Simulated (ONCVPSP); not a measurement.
**Lu (Z = 71): ONCV pseudisation with LDA (Perdew-Zunger), scalar-relativistic reference atom.**

The input file (ONCVPSP 4.0.1):

```
# ATOM AND REFERENCE CONFIGURATION
# atsym  z   nc   nv     iexc    psfile
  Lu 71.00    9    5        3      upf
#
#   n    l    f
    1    0    2.00
    2    0    2.00
    2    1    6.00
    3    0    2.00
    3    1    6.00
    3    2   10.00
    4    0    2.00
    4    1    6.00
    4    2   10.00
    4    3   14.00
    5    0    2.00
    5    1    6.00
    5    2    1.00
    6    0    1.50
#
# PSEUDOPOTENTIAL AND OPTIMIZATION
# lmax
    3
#
#   l,   rc,      ep,       ncon, nbas, qcut
    0    1.90    0.00    4    7    6.00
    1    2.05    0.00    4    7    6.30
    2    2.25    0.00    4    8    4.90
    3    1.10    0.00    5    9   13.80
#
# LOCAL POTENTIAL
# lloc, lpopt,  rc(5),   dvloc0
    4    5    1.10    2.00
#
# VANDERBILT-KLEINMAN-BYLANDER PROJECTORs
# l, nproj, debl
    0    2    0.60
    1    2    3.20
    2    2    1.40
    3    3    1.10
#
# MODEL CORE CHARGE
# icmod, fcfact, rcfact
    0    0.00    0.00
#
# LOG DERIVATIVE ANALYSIS
# epsh1, epsh2, depsh
   -4.00    5.00    0.02
#
# OUTPUT GRID
# rlmax, drl
    6.00    0.01
#
# TEST CONFIGURATIONS
# ncnf
    4
# nvcnf
#   n    l    f
    5
    4    3   14.00
    5    0    2.00
    5    1    6.00
    5    2    1.00
    6    0    2.00
#
    5
    4    3   14.00
    5    0    2.00
    5    1    6.00
    5    2    1.00
    6    0    1.00
#
    5
    4    3   14.00
    5    0    2.00
    5    1    6.00
    5    2    1.00
    6    0    0.00
#
    5
    4    3   14.00
    5    0    2.00
    5    1    5.00
    5    2    1.00
    6    0    2.00
#
```

Command:

```bash
oncvpsp.x < Lu.dat > Lu.out
```

Resulting log (shortened: citation, most of the input echo, consistency checks and plot data are left out):

```
ONCVPSP  (Optimized Norm-Conservinng Vanderbilt PSeudopotential)
scalar-relativistic version 4.0.1

#   n    l    f        energy (Ha)
    1    0    2.00    -2.3223639E+03
    2    0    2.00    -3.9546136E+02
    2    1    6.00    -3.4804414E+02
    3    0    2.00    -8.9691174E+01
    3    1    6.00    -7.5464355E+01
    3    2   10.00    -5.8356412E+01
    4    0    2.00    -1.7925807E+01
    4    1    6.00    -1.3255309E+01
    4    2   10.00    -7.1637819E+00
    4    3   14.00    -4.7899619E-01
    5    0    2.00    -2.3673290E+00
    5    1    6.00    -1.2865735E+00
    5    2    1.00    -1.7944423E-01
    6    0    1.50    -2.7746676E-01

Reference configufation results
  iterations    36
  all-electron total energy (Ha)   -1.45544139D+04

Begin loop to  construct optimized pseudo wave functions
and semi-local pseudopoentials for all angular momenta

Calculating optimized projector #   1

 for l=   0

    Fraction of norm inside rc  0.951905
    Optimizing pswf for qcut=   6.00 a_B^-1,  ecut=  18.00 Ha
    Residual kinetic energy error=  1.83D-05 Ha

    Energy error per electron        Cutoff
         Ha          eV             Ha
         0.01000     0.27211        9.72
         0.00100     0.02721       13.43
         0.00010     0.00272       16.16
         0.00001     0.00027       23.02

Calculating optimized projector #   2

 for l=   0

    Fraction of norm inside rc  0.064322
    Optimizing pswf for qcut=   6.00 a_B^-1,  ecut=  18.00 Ha
    Residual kinetic energy error=  2.34D-05 Ha

    Energy error per electron        Cutoff
         Ha          eV             Ha
         0.01000     0.27211        6.36
         0.00100     0.02721       12.69
         0.00010     0.00272       16.08
         0.00001     0.00027       23.58

   Wellstate for l =  1  n =  7
     eigenvalue =   1.9134
     asymptotic potential =   2.4134
     half-point radius =  3.4072

Calculating optimized projector #   1

 for l=   1

    Fraction of norm inside rc  0.899775
    Optimizing pswf for qcut=   6.30 a_B^-1,  ecut=  19.87 Ha
    Residual kinetic energy error=  7.66D-07 Ha

    Energy error per electron        Cutoff
         Ha          eV             Ha
         0.01000     0.27211        7.19
         0.00100     0.02721        9.16
         0.00010     0.00272       11.14
         0.00001     0.00027       15.79

Calculating optimized projector #   2

 for l=   1

    Fraction of norm inside rc  0.165122
    Optimizing pswf for qcut=   6.30 a_B^-1,  ecut=  19.87 Ha
    Residual kinetic energy error=  5.46D-05 Ha

    Energy error per electron        Cutoff
         Ha          eV             Ha
         0.01000     0.27211        7.08
         0.00100     0.02721        9.23
         0.00010     0.00272       18.67
         0.00001     0.00027       40.37

   Wellstate for l =  2  n =  7
     eigenvalue =   1.2206
     asymptotic potential =   1.7206
     half-point radius =  5.0787

Calculating optimized projector #   1

 for l=   2

    Fraction of norm inside rc  0.454025
    Optimizing pswf for qcut=   4.91 a_B^-1,  ecut=  12.04 Ha
    Residual kinetic energy error=  1.03D-04 Ha

    Energy error per electron        Cutoff
         Ha          eV             Ha
         0.01000     0.27211        7.28
         0.00100     0.02721        9.84
         0.00010     0.00272       12.19
         0.00001     0.00027       39.55

Calculating optimized projector #   2

 for l=   2

    Fraction of norm inside rc  0.118355
    Optimizing pswf for qcut=   4.91 a_B^-1,  ecut=  12.04 Ha
    Residual kinetic energy error=  3.16D-04 Ha

    Energy error per electron        Cutoff
         Ha          eV             Ha
         0.01000     0.27211        8.32
         0.00100     0.02721       10.88
         0.00010     0.00272       14.09
         0.00001     0.00027       28.93

   Wellstate for l =  3  n =  5
     eigenvalue =   0.6210
     asymptotic potential =   1.1210
     half-point radius =  4.3148

   Wellstate for l =  3  n =  6
     eigenvalue =   1.7210
     asymptotic potential =   2.2210
     half-point radius =  3.9220

Calculating optimized projector #   1

 for l=   3

    Fraction of norm inside rc  0.855946
    Optimizing pswf for qcut=  13.79 a_B^-1,  ecut=  95.06 Ha
    Residual kinetic energy error=  4.38D-03 Ha

    Energy error per electron        Cutoff
         Ha          eV             Ha
         0.01000     0.27211       89.65
         0.00100     0.02721      214.05
         0.00010     0.00272      278.74
         0.00001     0.00027      309.24

Calculating optimized projector #   2

 for l=   3

    Fraction of norm inside rc  0.023345
    Optimizing pswf for qcut=  13.79 a_B^-1,  ecut=  95.06 Ha
    Residual kinetic energy error=  3.04D-04 Ha

    Energy error per electron        Cutoff
         Ha          eV             Ha
         0.01000     0.27211       72.97
         0.00100     0.02721       88.26
         0.00010     0.00272      116.05
         0.00001     0.00027      201.70

Calculating optimized projector #   3

 for l=   3

    Fraction of norm inside rc  0.032119
    Optimizing pswf for qcut=  13.79 a_B^-1,  ecut=  95.06 Ha
    Residual kinetic energy error=  9.62D-04 Ha

    Energy error per electron        Cutoff
         Ha          eV             Ha
         0.01000     0.27211       78.38
         0.00100     0.02721       95.62
         0.00010     0.00272      270.44
         0.00001     0.00027      408.75

Construct Vanderbilt / Kleinmman-Bylander projectors

B matrix Hermiticity error, ll=   0
   1   2    2.2867E-04

  Orthonormal projector coefficients  1.1853E+01  1.6704E+00

B matrix Hermiticity error, ll=   1
   1   2   -3.9409E-04

  Orthonormal projector coefficients  8.1281E+00  1.0680E+00

B matrix Hermiticity error, ll=   2
   1   2   -8.3590E-05

  Orthonormal projector coefficients  1.3883E+01  2.0425E+00

B matrix Hermiticity error, ll=   3
   1   2    1.7741E-04
   1   3   -4.2504E-04
   2   3    4.2114E-05

  Orthonormal projector coefficients -1.5598E+02 -2.7526E+01 -9.4321E+00

Pseudoatom total energy -264.761357

Diagnostic tests using Vanderbilt-Kleinman-Bylander pseudopotentials
  1 or more projectors used as specified by nproj input data

   l    rcore       rmatch      e in        delta e   norm test  slope test

   0   1.9058527   1.9637186  -2.3673290   0.0000012   1.0001662   1.0001576
   0   1.9058527   1.9637186  -0.2774668   0.0000025   1.0000338   1.0000290

   1   2.0599804   2.1225259  -1.2865735  -0.0000007   1.0001044   1.0001083
   1   2.0599804   2.1225259   1.9134265   0.0000386   1.0002037   1.0002037

   2   2.2533715   2.3217888  -0.1794442   0.0000019   1.0000339   1.0000509
   2   2.2533715   2.3217888   1.2205558   0.0000153   1.0002242   1.0002242

   3   1.1057911   1.1393653  -0.4789962   0.0000017   1.0004333   1.0004246
   3   1.1057911   1.1393653   0.6210038  -0.0000018   1.0006447   1.0006447
   3   1.1057911   1.1393653   1.7210038   0.0000606   1.0006969   1.0006969

 Testing for bound ghosts
   n   l    E NL Schr. Eq   E Basis Diag.   E Cutoff

   1   0       -2.367328       -2.367323     52.44
   2   0       -0.277464       -0.241488     52.44

   2   1       -1.286574       -1.286568     52.73

   3   2       -0.179442       -0.174293     67.70

   4   3       -0.478995       -0.476735    499.84

 Testing for highly-localized positive-energy ghosts
       l    <radius>/rc     E Basis Diag.   E Cutoff

       0        0.280252        2.200480     52.44  WARNING - GHOST(+)

       2        0.262019       20.234937     67.70  WARNING - GHOST(+)

       3        0.513465        4.388333    499.84  WARNING - GHOST(+)

       3        0.632490      196.945132    499.84  WARNING - GHOST(+)

       3        0.919969      306.241069    499.84  WARNING - GHOST(+)

Test configuration 0

   n   l     f        eae           eps        diff
   1   0  2.0000-2322.36391842
   2   0  2.0000 -395.46136215
   2   1  6.0000 -348.04414238
   3   0  2.0000  -89.69117439
   3   1  6.0000  -75.46435512
   3   2 10.0000  -58.35641193
   4   0  2.0000  -17.92580679
   4   1  6.0000  -13.25530932
   4   2 10.0000   -7.16378192
   4   3 14.0000   -0.47899619   -0.47899451    1.68D-06
   5   0  2.0000   -2.36732901   -2.36732781    1.20D-06
   5   1  6.0000   -1.28657345   -1.28657414   -6.83D-07
   5   2  1.0000   -0.17944423   -0.17944236    1.88D-06
   6   0  1.5000   -0.27746676   -0.27746429    2.47D-06

    Total energies and differences
      AE_ref= -1.45544139D+04  AE_tst= -1.45544139D+04  dif=  0.00D+00
      PS_ref= -2.64761357D+02  PS_tst= -2.64761357D+02  dif=  5.29D-09
      PSP excitation error= -5.29D-09

Test configuration 1

   n   l     f        eae           eps        diff
   1   0  2.0000-2322.24462109
   2   0  2.0000 -395.34266770
   2   1  6.0000 -347.92541371
   3   0  2.0000  -89.57261910
   3   1  6.0000  -75.34579675
   3   2 10.0000  -58.23786840
   4   0  2.0000  -17.80719444
   4   1  6.0000  -13.13668370
   4   2 10.0000   -7.04515956
   4   3 14.0000   -0.36039923   -0.35997727    4.22D-04
   5   0  2.0000   -2.24860612   -2.24852836    7.78D-05
   5   1  6.0000   -1.16788353   -1.16790619   -2.27D-05
   5   2  1.0000   -0.07052636   -0.07054833   -2.20D-05
   6   0  2.0000   -0.17667986   -0.17667163    8.23D-06

    Total energies and differences
      AE_ref= -1.45544139D+04  AE_tst= -1.45545270D+04  dif= -1.13D-01
      PS_ref= -2.64761357D+02  PS_tst= -2.64874525D+02  dif= -1.13D-01
      PSP excitation error=  2.17D-05

Test configuration 2

   n   l     f        eae           eps        diff
   1   0  2.0000-2322.49680190
   2   0  2.0000 -395.59350293
   2   1  6.0000 -348.17633018
   3   0  2.0000  -89.82300697
   3   1  6.0000  -75.59619321
   3   2 10.0000  -58.48825141
   4   0  2.0000  -18.05775154
   4   1  6.0000  -13.38728797
   4   2 10.0000   -7.29578155
   4   3 14.0000   -0.61095284   -0.61143386   -4.81D-04
   5   0  2.0000   -2.49951151   -2.49954923   -3.77D-05
   5   1  6.0000   -1.41839650   -1.41835203    4.45D-05
   5   2  1.0000   -0.29956395   -0.29952649    3.75D-05
   6   0  1.0000   -0.38564499   -0.38564529   -3.04D-07

    Total energies and differences
      AE_ref= -1.45544139D+04  AE_tst= -1.45542484D+04  dif=  1.65D-01
      PS_ref= -2.64761357D+02  PS_tst= -2.64595835D+02  dif=  1.66D-01
      PSP excitation error= -4.44D-05

Test configuration 3

   n   l     f        eae           eps        diff
   1   0  2.0000-2322.79415777
   2   0  2.0000 -395.88884211
   2   1  6.0000 -348.47180581
   3   0  2.0000  -90.11723465
   3   1  6.0000  -75.89043903
   3   2 10.0000  -58.78254091
   4   0  2.0000  -18.35236483
   4   1  6.0000  -13.68202768
   4   2 10.0000   -7.59062749
   4   3 14.0000   -0.90564159   -0.90739217   -1.75D-03
   5   0  2.0000   -2.79491709   -2.79496176   -4.47D-05
   5   1  6.0000   -1.71205609   -1.71186001    1.96D-04
   5   2  1.0000   -0.56370153   -0.56354990    1.52D-04

    Total energies and differences
      AE_ref= -1.45544139D+04  AE_tst= -1.45537496D+04  dif=  6.64D-01
      PS_ref= -2.64761357D+02  PS_tst= -2.64096906D+02  dif=  6.64D-01
      PSP excitation error= -2.01D-04

Test configuration 4

   n   l     f        eae           eps        diff
   1   0  2.0000-2322.71803790
   2   0  2.0000 -395.80154562
   2   1  6.0000 -348.38606101
   3   0  2.0000  -90.01943174
   3   1  6.0000  -75.79290447
   3   2 10.0000  -58.68566352
   4   0  2.0000  -18.25790456
   4   1  6.0000  -13.58871906
   4   2 10.0000   -7.49837465
   4   3 14.0000   -0.80924865   -0.81352594   -4.28D-03
   5   0  2.0000   -2.68764718   -2.68837077   -7.24D-04
   5   1  5.0000   -1.58671184   -1.58807779   -1.37D-03
   5   2  1.0000   -0.39753773   -0.39731351    2.24D-04
   6   0  2.0000   -0.43690801   -0.43682056    8.75D-05

    Total energies and differences
      AE_ref= -1.45544139D+04  AE_tst= -1.45531588D+04  dif=  1.26D+00
      PS_ref= -2.64761357D+02  PS_tst= -2.63504161D+02  dif=  1.26D+00
      PSP excitation error= -2.08D-03
```

The run took about 5.4 s on one core of a shared server CPU.
